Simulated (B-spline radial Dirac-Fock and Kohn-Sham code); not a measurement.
**How the settings move the core levels of Hg⁴⁺**

ΔSCF core binding energies without Breit or QED terms, calculated with a radial finite-basis atomic code. Keys: rel is the Hamiltonian (dirac, or spin-free x2c and nr, where L3 and M5 stand for the whole 2p and 3d shells), method is hf or an exchange,correlation pair (spin-unpolarised, also for the hole states), nuc the nuclear model, radius_factor scales its radius, rmax is the box in bohr, h the logarithmic mesh step, order the B-spline order, points the quadrature points per cell, c_factor scales the speed of light, and damp, ndamp, maxit and tol steer the iteration. The run stops when the commutator error falls below 10·tol·max(1, Z/10), or the numerical noise floor, and the energy has settled to about 1e-8 Ha; the virial ratio is −V/T.

Base input:

```json
{"items": [{"Z": 80, "q": 4, "cfg": [[1, 0, 2], [2, 0, 2], [2, 1, 6], [3, 0, 2], [3, 1, 6], [3, 2, 10], [4, 0, 2], [4, 1, 6], [4, 2, 10], [4, 3, 14], [5, 0, 2], [5, 1, 6], [5, 2, 8]], "A": 202, "rrms": 5.4648, "do": "settings", "holes": ["K", "L3", "M5"],
  "settings": [{"rel": "dirac", "method": "hf", "nuc": "fermi", "radius_factor": 1.0, "rmax": 45.0, "h": 0.3, "order": 8, "points": 10, "c_factor": 1.0, "maxit": 60, "damp": 0.5, "ndamp": 3, "tol": 1e-08}]}]}
```

The ground state converged in 10 iterations, with total energy -19644.92002 Ha, virial ratio 1.86772 and highest orbital energy -63.71 eV. ΔSCF binding energies: K (1s) 83613.6 eV, L3 (2p3/2) 12381.2 eV. Holes are computed only in closed shells, and unreliable hole states are left out.

Changes from the base run:

| changed setting | Δ total energy (Ha) | Δ K (eV) | Δ L3 (eV) | iterations |
| --- | --- | --- | --- | --- |
| h = 0.5; order = 6; tol = 1e-06 | +1.40361 | +2.33 | +2.40 | 9 |
| tol = 1e-06 | 0.00000 | 0.00 | 0.00 | 8 |
| method = "pbesol"; radius_factor = 0.8; order = 6 | -4.26970 | +43.48 | -46.60 | 10 |
| c_factor = 2.0 | ? | ? | ? | ? |
| nuc = "sphere" | +0.00892 | -0.10 | 0.00 | 10 |
| radius_factor = 0.8 | -1.44398 | +15.84 | -0.09 | 10 |
| h = 0.5 | +0.54487 | +0.35 | +0.30 | 10 |

Q: What does the change c_factor = 2.0 do?

A: The total energy moves by +970.83848 Ha and the binding energies by K -6308.87 eV, L3 -56.09 eV; the run takes 10 iterations.
